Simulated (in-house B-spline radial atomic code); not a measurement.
The numbers below are computed, except where a source is named.
# Ghost states of the separable form: Ti

Ti, [Ar] 3d2 4s2, non-relativistic LDA (VWN5), spherical and spin-unpolarised, from a B-spline radial code for spherical atoms (atomic units; all potentials screened as in the neutral atom).

Troullier-Martins channels: 4s (ε = -0.1671, r_c = 2.891 bohr), 3d (ε = -0.1700, r_c = 2.891 bohr). In the Kleinman-Bylander form one channel serves as the local potential, and each other channel l becomes |δV u><u δV|/<u|δV|u>, with δV = V_l − V_local and u the pseudo-orbital. Its strength is E_KB = <u|δV²|u>/<u|δV|u>. By the analysis of Gonze, Stumpf and Scheffler a spurious state lies below the reference level ε if E_KB > 0 and ε is above the second level of the local potential alone, or if E_KB < 0 and ε is above its first. The table's levels are those of angular momentum l in a sphere of 9 bohr, whose wall can lift a shallow ε a little above its free-atom value.

```csv
local,channel,<u δV u>,<u δV² u>,ε,first local level,second local level
s,d,-2.574,12.27,-0.1700,0.0749,0.3254
d,s,0.12552,0.58615,-0.1658,-3.9066,-0.3904
```

**Question.** Apply the rule to each row.

**Answer.** Local s, channel d: E_KB = -4.77, so ε = -0.1700 is set against 0.0749: no ghost. Local d, channel s: E_KB = +4.67, so ε = -0.1658 is set against -0.3904: a ghost.

Diagonalising the separable Hamiltonian gives:

```csv
local,channel,three lowest levels,"all-electron, two lowest valence levels"
s,d,"-0.1700, 0.1048, 0.3971","-0.1700, 0.1010"
d,s,"-1.4665, -0.1658, 0.1074","-0.1658, 0.1071"
```

**Question.** Which choices of local channel are safe?

**Answer.** Free of ghosts: s. With d local the s channel has a ghost 1.30 hartree below ε, since the local potential binds more than one state below ε, and a repulsive term of rank one raises each level at most to the next, so it clears only one of them. Among the safe choices the second level, which tests transfer, is off by at most 3.8 millihartree (s local).
